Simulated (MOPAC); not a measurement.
Job for MOPAC: PM7 on C3H5N (a complex), monomers drawn apart or pushed together.

```
PM7 1SCF PRECISE CHARGE=0 THREADS=1
C3H5N

C      0.65587892 1     0.01106795 1    -0.00144994 1
C     -0.66698897 1     0.04372339 1     0.08925288 1
H      1.20531864 1    -0.92255132 1     0.01977273 1
H      1.24178992 1     0.91583373 1    -0.11153000 1
H     -1.21719402 1     0.97657139 1     0.05709584 1
H     -1.25371187 1    -0.86180458 1     0.18833972 1
C      0.32281431 1     0.34587654 1     4.72104019 1
N      0.40242628 1     0.42173332 1     5.86240446 1
H      0.24806212 1     0.27452813 1     3.65416342 1
```

It printed:

```
*******************************************************************************
 **                                                                           **
 **                              MOPAC v23.2.5                                **
 **                                                                           **
 *******************************************************************************
 ** MOPAC's Digital Object Identifier: https://doi.org/10.5281/zenodo.6511958 **
 **                                                                           **
 ** Please cite the open-source release paper for use of this MOPAC version:  **
 ** J. E. Moussa and J. J. P. Stewart (2026)                                  **
 ** MOPAC: An open-source semiempirical molecular orbital program             **
 ** J. Open Source Softw., 11(119), 8025, https://doi.org/10.21105/joss.08025 **
 *******************************************************************************

                              PM7 CALCULATION RESULTS

 *******************************************************************************
 *  PM7        - The PM7 Hamiltonian to be used
 *
 *
 *
 *                 CHARGE ON SYSTEM = 0
 *
 *
 *
 *  PRECISE    - TIGHTER CRITERIA TO BE USED
 *  1SCF       - DO 1 SCF AND THEN STOP
 *  THREADS=1  - MULTI-THREADING NOT USED
 *  T=         - A TIME OF 172800.0 SECONDS REQUESTED
 *  DUMP=N     - RESTART FILE WRITTEN EVERY 7200.0 SECONDS REQUESTED
 *******************************************************************************
PM7 1SCF PRECISE CHARGE=0 THREADS=1
 C3H5N

   ATOM   CHEMICAL          X               Y               Z
  NUMBER   SYMBOL      (ANGSTROMS)     (ANGSTROMS)     (ANGSTROMS)

     1       C          0.65587892  *   0.01106795  *  -0.00144994  *
     2       C         -0.66698897  *   0.04372339  *   0.08925288  *
     3       H          1.20531864  *  -0.92255132  *   0.01977273  *
     4       H          1.24178992  *   0.91583373  *  -0.11153000  *
     5       H         -1.21719402  *   0.97657139  *   0.05709584  *
     6       H         -1.25371187  *  -0.86180458  *   0.18833972  *
     7       C          0.32281431  *   0.34587654  *   4.72104019  *
     8       N          0.40242628  *   0.42173332  *   5.86240446  *
     9       H          0.24806212  *   0.27452813  *   3.65416342  *



          CARTESIAN COORDINATES

    NO.       ATOM           X           Y           Z

     1         C          0.6559      0.0111     -0.0014
     2         C         -0.6670      0.0437      0.0893
     3         H          1.2053     -0.9226      0.0198
     4         H          1.2418      0.9158     -0.1115
     5         H         -1.2172      0.9766      0.0571
     6         H         -1.2537     -0.8618      0.1883
     7         C          0.3228      0.3459      4.7210
     8         N          0.4024      0.4217      5.8624
     9         H          0.2481      0.2745      3.6542

 General Reference for PM7:
 "Optimization of Parameters for Semiempirical Methods VI: More Modifications to the
 NDDO Approximations and Re-optimization of Parameters", J. J. P. Stewart, J. Mol. Mod., 1:32, 19 (2013)
 https://link.springer.com/article/10.1007/s00894-012-1667-x

           Empirical Formula: C3 H5 N  =     9 atoms



      MOLECULAR POINT GROUP   :   C2v


      RHF CALCULATION, NO. OF DOUBLY OCCUPIED LEVELS = 11


 -------------------------------------------------------------------------------
 PM7 1SCF PRECISE CHARGE=0 THREADS=1
 C3H5N



     1SCF WAS SPECIFIED, SO BFGS WAS NOT USED
     SCF FIELD WAS ACHIEVED


                              PM7 CALCULATION
                                                       MOPAC v23.2.5 Linux




          FINAL HEAT OF FORMATION =         43.84171 KCAL/MOL =     183.43373 KJ/MOL


          COSMO AREA              =        129.46 SQUARE ANGSTROMS
          COSMO VOLUME            =        102.61 CUBIC ANGSTROMS

          IONIZATION POTENTIAL    =         11.036350 EV
          HOMO LUMO ENERGIES (EV) =        -11.036  0.760
          NO. OF FILLED LEVELS    =         11
          MOLECULAR WEIGHT        =         55.0792         POINT GROUP:  C2v

          MOLECULAR DIMENSIONS (Angstroms)

            Atom       Atom       Distance
            N     8    H     4     6.05281
            H     5    H     3     3.07070
            N     8    H     6     2.86184


          SCF CALCULATIONS        =          1





   ATOM   CHEMICAL          X               Y               Z
  NUMBER   SYMBOL      (ANGSTROMS)     (ANGSTROMS)     (ANGSTROMS)

     1       C          0.65587892  *   0.01106795  *  -0.00144994  *
     2       C         -0.66698897  *   0.04372339  *   0.08925288  *
     3       H          1.20531864  *  -0.92255132  *   0.01977273  *
     4       H          1.24178992  *   0.91583373  *  -0.11153000  *
     5       H         -1.21719402  *   0.97657139  *   0.05709584  *
     6       H         -1.25371187  *  -0.86180458  *   0.18833972  *
     7       C          0.32281431  *   0.34587654  *   4.72104019  *
     8       N          0.40242628  *   0.42173332  *   5.86240446  *
     9       H          0.24806212  *   0.27452813  *   3.65416342  *

                             CARTESIAN COORDINATES

   1    C        0.655878920     0.011067950    -0.001449940
   2    C       -0.666988970     0.043723390     0.089252880
   3    H        1.205318640    -0.922551320     0.019772730
   4    H        1.241789920     0.915833730    -0.111530000
   5    H       -1.217194020     0.976571390     0.057095840
   6    H       -1.253711870    -0.861804580     0.188339720
   7    C        0.322814310     0.345876540     4.721040190
   8    N        0.402426280     0.421733320     5.862404460
   9    H        0.248062120     0.274528130     3.654163420


           Empirical Formula: C3 H5 N  =     9 atoms



      MOLECULAR POINT GROUP   :   C2v


                  EIGENVALUES
 -35.37637 -27.17767 -20.74521 -20.31185 -16.56997 -14.55632 -14.04873 -14.04869
 -13.69503 -12.36522 -11.03635   0.76042   1.03040   1.03045   4.01414   5.21916
   5.38258   5.72506   6.15314   6.22545   6.24068


              NET ATOMIC CHARGES AND DIPOLE CONTRIBUTIONS

  ATOM NO.   TYPE          CHARGE      No. of ELECS.   s-Pop       p-Pop
    1          C          -0.285913        4.2859     1.09910     3.18681
    2          C          -0.285916        4.2859     1.09910     3.18682
    3          H           0.142966        0.8570     0.85703
    4          H           0.142975        0.8570     0.85702
    5          H           0.142967        0.8570     0.85703
    6          H           0.142975        0.8570     0.85703
    7          C          -0.003172        4.0032     1.15378     2.84939
    8          N          -0.215130        5.2151     1.82558     3.38955
    9          H           0.218248        0.7818     0.78175
 DIPOLE           X         Y         Z       TOTAL
 POINT-CHG.    -0.162    -0.154    -2.314     2.325
 HYBRID        -0.039    -0.037    -0.556     0.559
 SUM           -0.201    -0.191    -2.870     2.884


          ATOMIC ORBITAL ELECTRON POPULATIONS

     Atom    s        px        py        pz
    1  C   1.09910   1.04798   1.13835   1.00048
    2  C   1.09910   1.04717   1.13838   1.00127
    3  H   0.85703
    4  H   0.85702
    5  H   0.85703
    6  H   0.85703
    7  C   1.15378   0.93089   0.93088   0.98762
    8  N   1.82558   1.07026   1.07018   1.24911
    9  H   0.78175

 **********************
 *                    *
 * JOB ENDED NORMALLY *
 *                    *
 **********************




 == MOPAC DONE ==
```

The run finished.

Cost: about 0.020 core-seconds (a rough figure).
